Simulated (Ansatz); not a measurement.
A rate constant, worked out

An elementary step of AlNH6O3, singlet (AlNH₄O₂ ([NH2][Al]([OH])[OH]) + H₂O → AlH₃O₃ ([OH][Al]([OH])[OH]) + NH₃ (still joined by a long Al–N bond); Al–N, H–O broken or loosened, Al–O, N–H formed or tightened). The start structure is the complex of the reactants, bound by 0.84 eV, and the electronic barrier above it is 0.213 eV by CCSD(T) at an estimated basis limit (MP2 extrapolated from triple and quadruple zeta, plus CCSD(T) − MP2 in triple zeta). Computed with Ansatz 0.2.0 (basis: def2-TZVPP and def2-QZVPP); correlated methods freeze the cores. Extrapolation: Hartree–Fock as exp(−7.88 √X), correlation as X^−2.97. Harmonic wavenumbers at PBE0-D4/def2-TZVP (Ansatz 0.2.0), in cm⁻¹:

Start: 90, 133, 158, 193, 205, 239, 270, 280, 394, 406, 472, 581, 636, 654, 667, 693, 711, 846, 895, 1573, 1610, 3586, 3670, 3674, 3831, 3978, 3987.

Saddle: 677i, 113, 134, 183, 220, 246, 271, 357, 442, 539, 597, 630, 641, 674, 696, 733, 815, 871, 912, 1513, 1574, 1984, 3567, 3653, 3889, 3977, 3989.

Work out the transition-state-theory rate constant at 600 K from these numbers alone (harmonic vibrations; rotation, path degeneracy and anharmonicity left out), and the Wigner tunnelling factor. Use 1 cm⁻¹ = 1.2398 × 10⁻⁴ eV and k_B = 8.617 × 10⁻⁵ eV/K.

Zero-point energies, half the sums: start 34432/2 cm⁻¹ = 2.1345 eV; saddle, real modes only, 33220/2 cm⁻¹ = 2.0594 eV.
Barrier with zero-point energy: 0.213 + 2.0594 − 2.1345 = 0.1379 eV.
k_BT = 0.05170 eV, so the barrier is 2.67 k_BT.
Vibrational partition functions from the zero-point level, ln q = −Σ ln(1 − exp(−hν/k_BT)): start 11.384, saddle 9.350.
k = (k_BT/h) exp(ln q‡ − ln q) exp(−E0/k_BT), with log₁₀(k_BT/h in s⁻¹) = 13.10: log₁₀ k = 13.10 + (-2.034 − 2.67)/2.3026 = 11.06, so k ≈ 1 × 10^(11) s⁻¹.
Wigner factor: 1 + (hν‡/k_BT)²/24 = 1 + (1.62)²/24 = 1.11. A change of 1 kcal/mol (0.043 eV) in the barrier would change k by a factor of 2.3 at this temperature.

The T1 diagnostic stays at or below 0.012.

The step is the kind of ligand exchange by which a precursor binds to a hydroxyl group, or is hydrolysed, in atomic layer deposition of oxides.

Labels in which every atom is bracketed show which atoms are joined, not bond orders.

For scale, one of the runs: CCSD(T)/def2-TZVPP, 250 basis functions, launched by `ansatz run in.yaml --threads 8 --pin off --events-out ev --progress --plain --max-ram 19148MiB`. Time: 100 s of wall clock on 8 CPU threads of an Arm Neoverse V1; the host was shared. Peak host memory: 5.6 GiB.
